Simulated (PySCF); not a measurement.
C3H3N2, SMILES C1C=C[N]N=1 (connectivity only; charge and spin as stated), charge -1, multiplicity 1. Atoms are numbered in the order given.

```xyz
8

C      0.0000     0.0000    -1.1751
C      0.0000     1.0969    -0.2922
N      0.0000     0.6783     0.9913
N      0.0000    -0.6783     0.9913
C      0.0000    -1.0969    -0.2922
H      0.0000     0.0000    -2.2676
H      0.0000     2.1666    -0.5264
H      0.0000    -2.1666    -0.5264
```
Charge -1, spin multiplicity 1.

Geometry: r2SCAN-D4/def2-SVPD. The multiplicity is an assumed one; other spin states were not compared. The isomer is the one that the SMILES or the coordinates give; other isomers of the formula were not compared.

Two levels are set side by side: PBE/pcSseg-1 (PySCF) and HF/pcSseg-1 (PySCF). GIAO shifts against NH3 (¹⁵N), TMS (¹H), TMS (¹³C) at the same level; non-relativistic, no solvent, atoms listed together averaged. Differences are taken from unrounded values.

| quantity | HF |
|---|---|
| δ(¹³C) of C1 (ppm) | 97.7 |
| δ(¹³C) of C2, C5 (ppm) | 144.9 |
| δ(¹⁵N) of N3, N4 (ppm) | 406.0 |
| δ(¹H) of H6 (ppm) | 5.82 |
| δ(¹H) of H7, H8 (ppm) | 7.65 |

Q: What does PBE give, and how far is it from HF? (The exact figures need the calculation; the answer reports its results.)

A: 
| quantity | PBE | PBE minus HF |
|---|---|---|
| δ(¹³C) of C1 (ppm) | 96.8 | -1.0 |
| δ(¹³C) of C2, C5 (ppm) | 133.8 | -11.1 |
| δ(¹⁵N) of N3, N4 (ppm) | 372.9 | -33.1 |
| δ(¹H) of H6 (ppm) | 5.88 | 0.06 |
| δ(¹H) of H7, H8 (ppm) | 7.26 | -0.39 |

Rough cost on one machine, each run with all the roots and properties that it gave: HF against PBE within a factor of 2.
